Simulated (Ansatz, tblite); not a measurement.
Removing and adding an electron: the cluster Si5Cl2. Charge 0, multiplicity 1. Geometry: r2SCAN-D4/def2-SVP. Ansatz, gas phase; energy differences of separate SCF runs; the oxidised species was run as a doublet alone; the reduced species was run as a doublet alone.

```tsv
atom	x (Å)	y (Å)	z (Å)
Si1	-1.211	1.318	-1.269
Si2	-0.220	0.869	0.867
Si3	1.350	-2.645	-0.223
Si4	-0.330	-1.125	-0.523
Si5	1.390	-0.759	1.090
Cl6	0.592	1.526	-2.401
Cl7	-1.572	0.816	2.461
```

The xTB rows come from tblite. Correlated methods freeze 35 core orbitals. The rows differ in basis, and correlated rows in double-zeta sets carry the largest basis error. The structure comes from a short search, and lower isomers may exist.

| level | −HOMO (eV) | vertical IE (eV) | −LUMO (eV) | vertical EA (eV) | HOMO–LUMO gap (eV) | IE − EA (eV) | remarks |
| --- | --- | --- | --- | --- | --- | --- | --- |
| GFN2-xTB | 7.51 | 9.84 | 6.82 | 4.56 | 0.69 | 5.28 | – |
| PBE-D4/def2-TZVP | 5.52 | 7.69 | 3.99 | – | 1.53 | – | – |
| revPBE-D4/def2-TZVPD | 5.52 | – | 3.98 | 2.00 | 1.54 | – | HOMO above zero (-1 doublet), restricted SCF unstable in HF (singlet) |
| PBE0-D4/def2-TZVP | 6.39 | 7.87 | 3.45 | – | 2.94 | – | restricted SCF unstable in HF (singlet) |
| CCSD/def2-SVP | – | 7.85 | – | – | – | – | restricted SCF unstable (singlet), spin-contaminated (⟨S²⟩ 0.99) (+1 doublet) |

Q: Estimate the rows for GFN1-xTB, PBE-D4/def2-TZVPD, revPBE-D4/def2-TZVP, PBE0-D4/def2-TZVPD, CCSD(T)/def2-SVP.

A: 
```
              level  −HOMO (eV)  vertical IE (eV)  −LUMO (eV)  vertical EA (eV)  HOMO–LUMO gap (eV)  IE − EA (eV)                                                                        remarks
           GFN1-xTB        9.02             10.83        8.17              6.36                0.85          4.47                                                                              –
  PBE-D4/def2-TZVPD        5.56                 –        4.03              2.02                1.53             –          HOMO above zero (-1 doublet), restricted SCF unstable in HF (singlet)
revPBE-D4/def2-TZVP        5.48              7.66        3.94                 –                1.54             –                                        restricted SCF unstable in HF (singlet)
 PBE0-D4/def2-TZVPD        6.41                 –        3.48              2.11                2.93             –                                        restricted SCF unstable in HF (singlet)
   CCSD(T)/def2-SVP           –              7.77           –                 –                   –             –  restricted SCF unstable (singlet), spin-contaminated (⟨S²⟩ 0.99) (+1 doublet)
```

Run but left out: HF/def2-SVP (singlet: restricted singlet, unstable towards broken spin symmetry); MP2/def2-SVP (charge +1 doublet: ⟨S²⟩ 0.99, where a pure state has 0.75).   A HOMO above zero means that the electron is unbound at that level or that self-interaction error raises the level; the energy of removing that electron tells which. Raw xTB energy differences between charge states are shifted by several eV; the methods need an empirical correction for them.
